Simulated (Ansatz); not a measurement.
Ideal-gas functions of ClH3OSiSn, SMILES `[SiH3][O][Sn][Cl]` at 500 K and 1 bar, from an Ansatz frequency run at PBE0-D4/def2-TZVP.

Molar mass 201.27 g/mol, point group Cs (symmetry number 1), electronic degeneracy 1, moments of inertia 169.746, 326.145, 489.993 u Å². Harmonic wavenumbers (cm⁻¹, unscaled): 65, 72, 90, 184, 338, 445, 725, 727, 950, 957, 958, 990, 2217, 2217, 2221.

Use S(trans) = R[1.5 ln M + 2.5 ln T − 1.1517]; rotational temperatures θ = 24.2544 K / I; S(rot) = R[ln(√π/σ · √(T³/θAθBθC)) + 1.5]; for each mode x = 1.438777 ν̃/T, S = R[x/(eˣ − 1) − ln(1 − e⁻ˣ)] and H = RT x/(eˣ − 1); 1 cm⁻¹ = 0.0119627 kJ/mol; R = 8.31446 J/(mol·K).

Task: By hand: the entropy, in J/(mol·K).

Result: Translation 185.8. Rotation: θ = 0.1429, 0.0744, 0.0495 K, giving 126.1. Vibration, mode by mode: 22.27, 21.42, 19.57, 13.70, 8.87, 6.80, 3.56, 3.54, 2.14, 2.10, 2.10, 1.95, 0.10, 0.10, 0.10, in all 108.3. Electronic 0.0. Sum 420.2 J/(mol·K).

Task: By hand: H − E and G − E in kJ/mol, counted from the electronic energy.

Result: Zero-point energy ½ × 13156 × 0.0119627 = 78.7; thermal vibration 24.5; translation, rotation and pV give 4 RT = 16.6. H − E = 119.8 kJ/mol, and G − E = 119.8 − 500 × 420.2/1000 = -90.3 kJ/mol.

Vibration gives 26 % of the entropy, 63.3 J/(mol·K) of it from the modes under 150 cm⁻¹: soft modes count most, and the harmonic formula is weakest for them. The sum counts one conformer and one mirror image; others add a mixing term.
